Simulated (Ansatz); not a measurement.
# Strength of the Si–H bond: SiH2(CH3)(CN) → SiH(CH3)(CN) + H

Species: SiH2(CH3)(CN), singlet; SiH(CH3)(CN), doublet; H atom, doublet. 

Shapes, held fixed at every level: PBE0-D4/def2-TZVP. Programs: Ansatz 0.2.0. The zero-point and thermal change to 298 K, harmonic and unscaled (PBE0-D4/def2-TZVP), is -18.8 kJ/mol.

| level | kind | ΔH(298 K) (kJ/mol) | less CCSD(T)/CBS estimate |
| --- | --- | --- | --- |
| SPW92/def2-TZVPP | LDA | +396.6 | +4.6 |
| PBE-D4/def2-TZVPP | GGA | +358.6 | -33.4 |
| r2SCAN-D4/def2-TZVPP | meta-GGA | +364.7 | -27.3 |
| B3LYP-D4/def2-TZVPP | global hybrid | +378.5 | -13.5 |
| r2SCAN0-D4/def2-TZVPP | global hybrid | +368.0 | -24.0 |
| B2PLYP/def2-TZVPP | double hybrid | +379.9 | -12.1 |
| CCSD(T)/CBS estimate | coupled cluster or CI | +392.0 | 0.0 |

The highest level, CCSD(T)/CBS estimate, gives ΔH(298 K) = +392.0 kJ/mol; the levels span +358.6 to +396.6. The column of differences is taken from that level and isn't an error. No measured value is set beside it here. Spin contamination: SiH(CH3)(CN) (⟨S²⟩ up to 0.81). Open shells run unrestricted unless RO is named. The CBS estimate extrapolates MP2 from def2-TZVPP and def2-QZVPP and adds CCSD(T) − MP2 in the triple-zeta set, cores frozen.
